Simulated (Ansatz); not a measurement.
Consider the ligand exchange at a Ge–N bond: `C[N]([GeH3])c1ccccc1` + `OC(O)=S` → `OC(=S)[O][GeH3]` + `CNc1ccccc1`.

Gas-phase electronic energies from Ansatz, PBE0-D4/def2-TZVP geometries. CCSD(T)/CBS adds triple-zeta CCSD(T) − MP2 to the extrapolated MP2 energy (def2 sets, frozen cores). Functionals use def2-TZVPP. For Ge outer-core shells are correlated without core-valence functions, which leaves a few kJ/mol of doubt a bond. Scalar relativity is left out up to krypton. One conformer a species, not always the lowest.

`C[N]([GeH3])c1ccccc1`:

```xyz
20

C    -2.098    0.983   -0.508
N    -0.717    1.039   -0.092
Ge    0.053    2.667    0.325
C    -0.004   -0.141   -0.017
C    -0.585   -1.377   -0.334
C     0.150   -2.549   -0.252
C     1.477   -2.538    0.144
C     2.063   -1.320    0.459
C     1.342   -0.144    0.382
H    -2.704    0.371    0.172
H    -2.203    0.568   -1.518
H    -2.522    1.987   -0.516
H     0.539    2.676    1.785
H    -1.067    3.693    0.114
H     1.244    2.954   -0.607
H    -1.619   -1.429   -0.647
H    -0.332   -3.487   -0.504
H     2.045   -3.458    0.205
H     3.101   -1.281    0.772
H     1.838    0.786    0.637
```

`OC(O)=S`:

Cartesian coordinates in Å:
```
O 0.492 -0.901 0.163
C 0.009 0.309 -0.129
O -1.224 0.441 0.323
S 0.822 1.466 -0.931
H 1.391 -0.937 -0.190
H -1.491 -0.378 0.764
```

`OC(=S)[O][GeH3]`:

Z-matrix (Å, degrees):
```
Ge
O 1 1.833
H 1 1.528 2 100.6
H 1 1.529 2 107.9 3 118.6
H 1 1.529 2 107.9 3 -118.6
C 2 1.302 1 122.6 3 -180.0
S 6 1.635 2 125.2 1 179.9
O 6 1.343 2 111.8 1 -0.1
H 8 0.966 6 106.8 2 180.0
```

`CNc1ccccc1`:

Z-matrix (Å, degrees):
```
C
N 1 1.436
H 1 1.090 2 108.9
H 1 1.094 2 110.8 3 -117.9
H 1 1.099 2 113.2 3 120.7
C 2 1.378 1 121.5 3 -175.4
H 2 1.005 1 115.5 3 -29.2
C 6 1.401 2 119.7 1 167.3
C 6 1.397 2 122.0 1 -14.2
C 8 1.380 6 120.8 2 178.2
H 8 1.086 6 119.2 2 -1.4
C 9 1.387 6 120.3 2 -177.9
H 9 1.082 6 120.2 2 2.0
C 10 1.390 8 120.8 6 -0.1
H 10 1.084 8 119.2 6 179.9
H 12 1.085 9 118.9 6 179.9
H 14 1.083 10 120.6 8 -179.9
```

```csv
level,ΔE (kJ/mol)
PBE-D4,-31.6
r2SCAN-D4,-36.5
PBE0,-36.6
HF/def2-TZVPP,-55.8
SCS-MP2/def2-TZVPP,-31.0
CCSD/def2-TZVPP,-32.2
CCSD(T)/def2-TZVPP,-28.8
HF/CBS(def2),-57.2
```

Problem. What does CCSD(T)/CBS give? (Best estimate.)

Solution. Computed: -29.2 kJ/mol. The listed levels differ from it by -2.4, -7.3, -7.4, -26.6, -1.8, -3.0, 0.4, -28.0 kJ/mol.

Largest T1 diagnostic among the species: 0.016.

The D4 term adds +8.7 kJ/mol with B3LYP and +5.1 kJ/mol with PBE0; it sums over pairs of atoms, weighted by their polarisabilities, and B3LYP, whose exchange is more repulsive, gets the larger term. In def2-TZVPP, CCSD(T) changes the Hartree–Fock value by +26.9 kJ/mol (the triples alone add +3.4 kJ/mol) and MP2 by +30.6 kJ/mol.

CCSD(T)/CBS has its own doubt, a few kJ/mol and more with outer-core shells, so smaller differences from it don't rank the levels.

B3LYP here is the variant with VWN-RPA as its local correlation; programs differ in this.
